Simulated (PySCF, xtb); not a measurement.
Si(OH)2(PH2)2 (H6O2P2Si), SMILES O[Si](P)(P)O.

GFN2-xTB (xtb 6.7.1) at its own geometry gives an orbital gap of 4.17 eV and a dipole moment of 2.13 D.

Geometry optimised at B3LYP-D3(BJ)/def2-SVP. This is a generated structure with no PubChem entry under its InChIKey; it may be hypothetical. The values are those of a single conformer.

Task: What does HF/def2-TZVP run with PySCF give? (The exact figures need the calculation; the answer reports its results.)

Result: gap 12.59 eV (levels -9.69 and 2.90 eV), dipole 1.43 D.
